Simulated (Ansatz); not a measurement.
AlCl2, SMILES `[Cl][Al-][Cl]` (excited triplet) (charge -1, multiplicity 3). This triplet is an excited state, 1.88 eV above the relaxed singlet at the level frozen-core CCSD(T)/aug-cc-pVTZ // PBE0-D3(BJ)/def2-TZVPD (Ansatz, a quantum-chemistry and plane-wave program).

Method: PBE/aug-cc-pVTZ // PBE0-D3(BJ)/def2-TZVPD in Ansatz.

Ansatz 0.2 input:
```yaml
crystal:
  periodic: [false, false, false]
  atoms:
    - { symbol: Cl, position_ang: [-1.836076, -0.410727, 0.000007] }
    - { symbol: Al, position_ang: [-0.00143, 0.815009, -0.000001] }
    - { symbol: Cl, position_ang: [1.837506, -0.404282, -0.000006] }
basis:
  gaussian: { orbitals: aug-cc-pVTZ }
hamiltonian:
  xc: pbe
total_charge: -1
magnetization:
  spin_polarized: true
  initial_magnetization: 2
```

Output:

```
Functional definition: PBE
1040 factors; their error is unknown
mean field evaluation 1: about -31632.0106 eV, gradient 1.2e1 eV
mean field evaluation 2: about -31631.4103 eV, gradient 1.7e1 eV
mean field evaluation 4: about -31632.9402 eV, gradient 1.4e0 eV
mean field evaluation 8: about -31632.9245 eV, gradient 3.8e-2 eV
mean field evaluation 16: about -31631.6354 eV, gradient 4.8e0 eV
mean field evaluation 32: about -31631.9335 eV, gradient 1.0e-5 eV
mean field evaluation 64: about -31631.3440 eV, gradient 5.0e0 eV
mean field -31632.92455364 eV, -1162.4885357798 hartree, gradient 1.2e-5 eV, S^2 2.001737; 11 other end points of the search recorded, 0 dependent functions left out
reference -31632.92461126 eV, -1162.4885378974 hartree; 25, 23 occupied and 125, 127 virtual orbitals, 1040 factors
Total energy: -31632.92461126 eV, -1162.4885378974 hartree
```
